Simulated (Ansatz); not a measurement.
Al₂H₅O₅, doublet: a trajectory.

in.yaml

```yaml
crystal:
  periodic: [false, false, false]
  atoms:
    - {symbol: Al, position_ang: [-0.376054, -0.744366, 0.123380]}
    - {symbol: O, position_ang: [0.908062, -0.116254, -0.912863]}
    - {symbol: Al, position_ang: [1.096376, 1.469676, -0.108959]}
    - {symbol: O, position_ang: [-0.172068, 0.688835, 1.165979]}
    - {symbol: O, position_ang: [0.129232, 2.761414, -0.712225]}
    - {symbol: O, position_ang: [-1.865397, -1.507806, -0.078825]}
    - {symbol: H, position_ang: [1.370716, -1.276388, -0.319197]}
    - {symbol: O, position_ang: [0.961865, -1.995322, 0.452707]}
    - {symbol: H, position_ang: [-0.802049, 1.183641, 1.690423]}
    - {symbol: H, position_ang: [0.531885, 3.553358, -1.063606]}
    - {symbol: H, position_ang: [-2.671835, -1.109775, -0.397002]}
    - {symbol: H, position_ang: [0.889067, -2.907114, 0.160189]}
basis:
  gaussian: {orbitals: def2-SVP}
magnetization: {spin_polarized: true, initial_magnetization: 1}
hamiltonian: {xc: pbe0, dispersion: d4}
md: {n_steps: 60, timestep: 0.75, temperature: 1500, ensemble: nvt_nose_hoover, seed: 326, initial_velocities: maxwell_boltzmann}
```

Command:

```bash
ansatz run in.yaml --threads 4 --pin off --events-out ev --progress --plain --max-ram 46080MiB --backend cpu
```

The run's output (Ansatz 0.2.0):

```
Functional definition: PBE0
  name "PBE0"
  cite "Adamo & Barone, J. Chem. Phys. 110, 6158 (1999) doi:10.1063/1.478522"
  cite "Perdew, Burke & Ernzerhof, Phys. Rev. Lett. 77, 3865 (1996) doi:10.1103/PhysRevLett.77.3865"
  parent pbe
  parameter a = 0.25
  parameter kappa = 0.804
  parameter beta = 0.06672455060314922
  exchange = (1 - a)*pbe_x(kappa = kappa, mu = beta*pi^2/3) + a*exact_x
  correlation = pbe_c(beta = beta)
1290 factors; integrals over basis functions are off by at most 3.1e-4 eV
mean field evaluation 1: about -23470.2321 eV, gradient 7.2e1 eV
mean field evaluation 2: about -23439.8729 eV, gradient 1.1e2 eV
mean field evaluation 4: about -23488.3963 eV, gradient 6.0e0 eV
mean field evaluation 8: about -23488.5269 eV, gradient 1.2e-1 eV
mean field evaluation 16: about -23488.5270 eV, gradient 5.9e-5 eV
mean field -23488.52698100 eV, -863.1874454564 hartree, gradient 2.1e-5 eV, S^2 0.750985; 0 other end points of the search recorded, 0 dependent functions left out
the calculation of the forces begins
reference -23488.52701933 eV, -863.1874468650 hartree; 36, 35 occupied and 95, 96 virtual orbitals, 1290 factors
md step     0: t =     0.00 fs  T =  1500.0 K  F+E_penalty+E_count = -23488.76944668 eV  E_kin = 1.938900 eV  conserved = -23486.83054669 eV  (30 SCF iters)
md step     1: t =     0.75 fs  T =  1363.4 K  F+E_penalty+E_count = -23488.58024050 eV  E_kin = 1.762310 eV  conserved = -23486.81793232 eV  (27 SCF iters, 3 dispersion substeps)
md step     2: t =     1.50 fs  T =  1156.7 K  F+E_penalty+E_count = -23488.27910241 eV  E_kin = 1.495086 eV  conserved = -23486.78403787 eV  (28 SCF iters, 3 dispersion substeps)
md step     3: t =     2.25 fs  T =  1161.5 K  F+E_penalty+E_count = -23488.30157921 eV  E_kin = 1.501405 eV  conserved = -23486.80024949 eV  (28 SCF iters, 3 dispersion substeps)
md step     4: t =     3.00 fs  T =  1264.5 K  F+E_penalty+E_count = -23488.45815304 eV  E_kin = 1.634503 eV  conserved = -23486.82382063 eV  (28 SCF iters, 3 dispersion substeps)
md step     5: t =     3.75 fs  T =  1221.1 K  F+E_penalty+E_count = -23488.39698619 eV  E_kin = 1.578418 eV  conserved = -23486.81886669 eV  (31 SCF iters, 3 dispersion substeps)
md step     6: t =     4.50 fs  T =  1030.5 K  F+E_penalty+E_count = -23488.13969528 eV  E_kin = 1.331962 eV  conserved = -23486.80817877 eV  (31 SCF iters, 3 dispersion substeps)
md step     7: t =     5.25 fs  T =   804.1 K  F+E_penalty+E_count = -23487.83860238 eV  E_kin = 1.039378 eV  conserved = -23486.79983092 eV  (29 SCF iters, 3 dispersion substeps)
md step     8: t =     6.00 fs  T =   646.9 K  F+E_penalty+E_count = -23487.62902324 eV  E_kin = 0.836183 eV  conserved = -23486.79362297 eV  (30 SCF iters, 3 dispersion substeps)
md step     9: t =     6.75 fs  T =   627.9 K  F+E_penalty+E_count = -23487.60526410 eV  E_kin = 0.811678 eV  conserved = -23486.79457617 eV  (28 SCF iters, 3 dispersion substeps)
md step    10: t =     7.50 fs  T =   730.4 K  F+E_penalty+E_count = -23487.74799189 eV  E_kin = 0.944061 eV  conserved = -23486.80519946 eV  (29 SCF iters, 3 dispersion substeps)
md step    11: t =     8.25 fs  T =   833.9 K  F+E_penalty+E_count = -23487.89566614 eV  E_kin = 1.077923 eV  conserved = -23486.81939019 eV  (28 SCF iters, 3 dispersion substeps)
md step    12: t =     9.00 fs  T =   787.4 K  F+E_penalty+E_count = -23487.84241669 eV  E_kin = 1.017781 eV  conserved = -23486.82672849 eV  (28 SCF iters, 3 dispersion substeps)
md step    13: t =     9.75 fs  T =   565.5 K  F+E_penalty+E_count = -23487.53262390 eV  E_kin = 0.731011 eV  conserved = -23486.80412426 eV  (28 SCF iters, 3 dispersion substeps)
md step    14: t =    10.50 fs  T =   440.1 K  F+E_penalty+E_count = -23487.34219028 eV  E_kin = 0.568833 eV  conserved = -23486.77622509 eV  (28 SCF iters, 3 dispersion substeps)
md step    15: t =    11.25 fs  T =   637.1 K  F+E_penalty+E_count = -23487.62721011 eV  E_kin = 0.823532 eV  conserved = -23486.80698489 eV  (28 SCF iters, 3 dispersion substeps)
md step    16: t =    12.00 fs  T =   908.2 K  F+E_penalty+E_count = -23487.99557149 eV  E_kin = 1.173991 eV  conserved = -23486.82558080 eV  (30 SCF iters, 3 dispersion substeps)
md step    17: t =    12.75 fs  T =  1011.9 K  F+E_penalty+E_count = -23488.12167652 eV  E_kin = 1.307977 eV  conserved = -23486.81861762 eV  (31 SCF iters, 3 dispersion substeps)
md step    18: t =    13.50 fs  T =   970.5 K  F+E_penalty+E_count = -23488.06107086 eV  E_kin = 1.254469 eV  conserved = -23486.81251609 eV  (31 SCF iters, 3 dispersion substeps)
md step    19: t =    14.25 fs  T =   868.7 K  F+E_penalty+E_count = -23487.92340356 eV  E_kin = 1.122915 eV  conserved = -23486.80737464 eV  (28 SCF iters, 3 dispersion substeps)
md step    20: t =    15.00 fs  T =   809.0 K  F+E_penalty+E_count = -23487.83116932 eV  E_kin = 1.045742 eV  conserved = -23486.79325259 eV  (30 SCF iters, 3 dispersion substeps)
md step    21: t =    15.75 fs  T =   940.8 K  F+E_penalty+E_count = -23487.99690509 eV  E_kin = 1.216092 eV  conserved = -23486.78967692 eV  (29 SCF iters, 3 dispersion substeps)
md step    22: t =    16.50 fs  T =  1262.2 K  F+E_penalty+E_count = -23488.43878232 eV  E_kin = 1.631499 eV  conserved = -23486.81751312 eV  (28 SCF iters, 3 dispersion substeps)
md step    23: t =    17.25 fs  T =  1507.1 K  F+E_penalty+E_count = -23488.77353396 eV  E_kin = 1.948095 eV  conserved = -23486.83742083 eV  (30 SCF iters, 3 dispersion substeps)
md step    24: t =    18.00 fs  T =  1458.2 K  F+E_penalty+E_count = -23488.70448227 eV  E_kin = 1.884909 eV  conserved = -23486.83343681 eV  (29 SCF iters, 3 dispersion substeps)
md step    25: t =    18.75 fs  T =  1187.9 K  F+E_penalty+E_count = -23488.32081839 eV  E_kin = 1.535538 eV  conserved = -23486.80083322 eV  (28 SCF iters, 3 dispersion substeps)
md step    26: t =    19.50 fs  T =  1038.6 K  F+E_penalty+E_count = -23488.10788563 eV  E_kin = 1.342539 eV  conserved = -23486.78235447 eV  (28 SCF iters, 3 dispersion substeps)
md step    27: t =    20.25 fs  T =  1168.2 K  F+E_penalty+E_count = -23488.30442593 eV  E_kin = 1.510077 eV  conserved = -23486.81284818 eV  (28 SCF iters, 3 dispersion substeps)
md step    28: t =    21.00 fs  T =  1330.1 K  F+E_penalty+E_count = -23488.52177104 eV  E_kin = 1.719343 eV  conserved = -23486.82265874 eV  (28 SCF iters, 3 dispersion substeps)
md step    29: t =    21.75 fs  T =  1372.4 K  F+E_penalty+E_count = -23488.56593410 eV  E_kin = 1.773932 eV  conserved = -23486.81413038 eV  (30 SCF iters, 3 dispersion substeps)
md step    30: t =    22.50 fs  T =  1346.7 K  F+E_penalty+E_count = -23488.52707744 eV  E_kin = 1.740735 eV  conserved = -23486.81040248 eV  (28 SCF iters, 3 dispersion substeps)
md step    31: t =    23.25 fs  T =  1292.4 K  F+E_penalty+E_count = -23488.46079109 eV  E_kin = 1.670513 eV  conserved = -23486.81623504 eV  (28 SCF iters, 3 dispersion substeps)
md step    32: t =    24.00 fs  T =  1185.4 K  F+E_penalty+E_count = -23488.31662009 eV  E_kin = 1.532184 eV  conserved = -23486.81220213 eV  (27 SCF iters, 3 dispersion substeps)
md step    33: t =    24.75 fs  T =  1123.8 K  F+E_penalty+E_count = -23488.20906082 eV  E_kin = 1.452677 eV  conserved = -23486.78587399 eV  (29 SCF iters, 3 dispersion substeps)
md step    34: t =    25.50 fs  T =  1303.0 K  F+E_penalty+E_count = -23488.45807562 eV  E_kin = 1.684306 eV  conserved = -23486.80511721 eV  (28 SCF iters, 3 dispersion substeps)
md step    35: t =    26.25 fs  T =  1549.2 K  F+E_penalty+E_count = -23488.80748942 eV  E_kin = 2.002551 eV  conserved = -23486.83849797 eV  (29 SCF iters, 3 dispersion substeps)
md step    36: t =    27.00 fs  T =  1526.4 K  F+E_penalty+E_count = -23488.77519096 eV  E_kin = 1.972968 eV  conserved = -23486.83816911 eV  (29 SCF iters, 3 dispersion substeps)
md step    37: t =    27.75 fs  T =  1237.6 K  F+E_penalty+E_count = -23488.36639224 eV  E_kin = 1.599778 eV  conserved = -23486.80471008 eV  (27 SCF iters, 3 dispersion substeps)
md step    38: t =    28.50 fs  T =  1032.8 K  F+E_penalty+E_count = -23488.07694892 eV  E_kin = 1.334960 eV  conserved = -23486.78188040 eV  (28 SCF iters, 3 dispersion substeps)
md step    39: t =    29.25 fs  T =  1113.3 K  F+E_penalty+E_count = -23488.20786764 eV  E_kin = 1.439079 eV  conserved = -23486.81042852 eV  (29 SCF iters, 3 dispersion substeps)
md step    40: t =    30.00 fs  T =  1256.4 K  F+E_penalty+E_count = -23488.40080302 eV  E_kin = 1.623966 eV  conserved = -23486.82045410 eV  (27 SCF iters, 3 dispersion substeps)
md step    41: t =    30.75 fs  T =  1308.2 K  F+E_penalty+E_count = -23488.45693502 eV  E_kin = 1.690998 eV  conserved = -23486.81172898 eV  (27 SCF iters, 3 dispersion substeps)
md step    42: t =    31.50 fs  T =  1311.2 K  F+E_penalty+E_count = -23488.45874422 eV  E_kin = 1.694828 eV  conserved = -23486.81196047 eV  (30 SCF iters, 3 dispersion substeps)
md step    43: t =    32.25 fs  T =  1260.3 K  F+E_penalty+E_count = -23488.40124909 eV  E_kin = 1.629033 eV  conserved = -23486.82250065 eV  (28 SCF iters, 3 dispersion substeps)
md step    44: t =    33.00 fs  T =  1111.7 K  F+E_penalty+E_count = -23488.19148539 eV  E_kin = 1.436987 eV  conserved = -23486.80688208 eV  (28 SCF iters, 3 dispersion substeps)
md step    45: t =    33.75 fs  T =  1059.5 K  F+E_penalty+E_count = -23488.09614471 eV  E_kin = 1.369560 eV  conserved = -23486.78093352 eV  (32 SCF iters, 3 dispersion substeps)
md step    46: t =    34.50 fs  T =  1286.2 K  F+E_penalty+E_count = -23488.42099295 eV  E_kin = 1.662493 eV  conserved = -23486.81502560 eV  (31 SCF iters, 3 dispersion substeps)
md step    47: t =    35.25 fs  T =  1504.5 K  F+E_penalty+E_count = -23488.72558828 eV  E_kin = 1.944737 eV  conserved = -23486.84000010 eV  (32 SCF iters, 3 dispersion substeps)
md step    48: t =    36.00 fs  T =  1423.0 K  F+E_penalty+E_count = -23488.61073188 eV  E_kin = 1.839374 eV  conserved = -23486.83327035 eV  (32 SCF iters, 3 dispersion substeps)
md step    49: t =    36.75 fs  T =  1132.4 K  F+E_penalty+E_count = -23488.19528944 eV  E_kin = 1.463764 eV  conserved = -23486.79586706 eV  (32 SCF iters, 3 dispersion substeps)
md step    50: t =    37.50 fs  T =  1008.9 K  F+E_penalty+E_count = -23488.02127815 eV  E_kin = 1.304136 eV  conserved = -23486.78356176 eV  (32 SCF iters, 3 dispersion substeps)
md step    51: t =    38.25 fs  T =  1164.9 K  F+E_penalty+E_count = -23488.25317028 eV  E_kin = 1.505807 eV  conserved = -23486.81594616 eV  (33 SCF iters, 3 dispersion substeps)
md step    52: t =    39.00 fs  T =  1330.4 K  F+E_penalty+E_count = -23488.46825222 eV  E_kin = 1.719664 eV  conserved = -23486.81970226 eV  (32 SCF iters, 3 dispersion substeps)
md step    53: t =    39.75 fs  T =  1397.5 K  F+E_penalty+E_count = -23488.54475944 eV  E_kin = 1.806429 eV  conserved = -23486.81224119 eV  (33 SCF iters, 3 dispersion substeps)
md step    54: t =    40.50 fs  T =  1398.7 K  F+E_penalty+E_count = -23488.55135362 eV  E_kin = 1.807905 eV  conserved = -23486.82024933 eV  (33 SCF iters, 3 dispersion substeps)
md step    55: t =    41.25 fs  T =  1277.1 K  F+E_penalty+E_count = -23488.39595977 eV  E_kin = 1.650810 eV  conserved = -23486.82473916 eV  (34 SCF iters, 3 dispersion substeps)
md step    56: t =    42.00 fs  T =  1076.3 K  F+E_penalty+E_count = -23488.09874458 eV  E_kin = 1.391230 eV  conserved = -23486.78958904 eV  (32 SCF iters, 3 dispersion substeps)
md step    57: t =    42.75 fs  T =  1125.6 K  F+E_penalty+E_count = -23488.15406053 eV  E_kin = 1.454984 eV  conserved = -23486.78352563 eV  (33 SCF iters, 3 dispersion substeps)
md step    58: t =    43.50 fs  T =  1464.9 K  F+E_penalty+E_count = -23488.63121523 eV  E_kin = 1.893505 eV  conserved = -23486.82500409 eV  (33 SCF iters, 3 dispersion substeps)
md step    59: t =    44.25 fs  T =  1705.2 K  F+E_penalty+E_count = -23488.95176153 eV  E_kin = 2.204106 eV  conserved = -23486.83844640 eV  (32 SCF iters, 3 dispersion substeps)
md step    60: t =    45.00 fs  T =  1635.7 K  F+E_penalty+E_count = -23488.84959068 eV  E_kin = 2.114290 eV  conserved = -23486.82976246 eV  (31 SCF iters, 3 dispersion substeps)
Total energy: -23488.84962815 eV, -863.1993025206 hartree
Atom 0 at    -0.269740    -0.953720     0.211443 Å, force    -1.497824    -0.134535    -2.306737 eV/Å
Atom 1 at     0.574675     0.154431    -1.140176 Å, force     0.234062    -3.167602    -2.200851 eV/Å
Atom 2 at     1.103084     1.503506     0.041331 Å, force    -0.579521     0.657796    -1.348135 eV/Å
Atom 3 at    -0.239945     0.628151     1.031593 Å, force     1.818111    -0.329283     0.542490 eV/Å
Atom 4 at     0.401625     2.897571    -0.770408 Å, force     0.767790     0.331169    -1.326178 eV/Å
Atom 5 at    -1.897364    -1.543656    -0.136219 Å, force     1.548856     0.332586     0.447004 eV/Å
Atom 6 at     0.797847    -0.375764    -2.003323 Å, force    -0.235063     1.949579     2.641585 eV/Å
Atom 7 at     1.000186    -2.043299     0.606592 Å, force    -0.720733     0.054490     0.639478 eV/Å
Atom 8 at    -1.018967     1.050079     1.297304 Å, force    -1.898224     1.164351     0.742355 eV/Å
Atom 9 at     0.623460     3.114203    -1.729115 Å, force    -0.434274    -0.556965     2.158856 eV/Å
Atom 10 at    -2.840505    -1.381417    -0.174675 Å, force     0.445428     0.160760     0.057692 eV/Å
Atom 11 at     0.675248    -2.428774     1.433386 Å, force     0.551392    -0.462345    -0.047560 eV/Å
Dipole moment:    -0.376115     0.030374    -0.029082 e Å

[the SCF lines of later steps are left out]
```

The lines “mean field evaluation” count trial sets of orbitals through the whole run, from several starts and some on an approximate energy, so they need not fall steadily or lie above the final value.

The run took 3.1 min on 4 CPU threads of an AMD EPYC 7R13 (shared host), with 0.73 GiB of host memory at its peak.
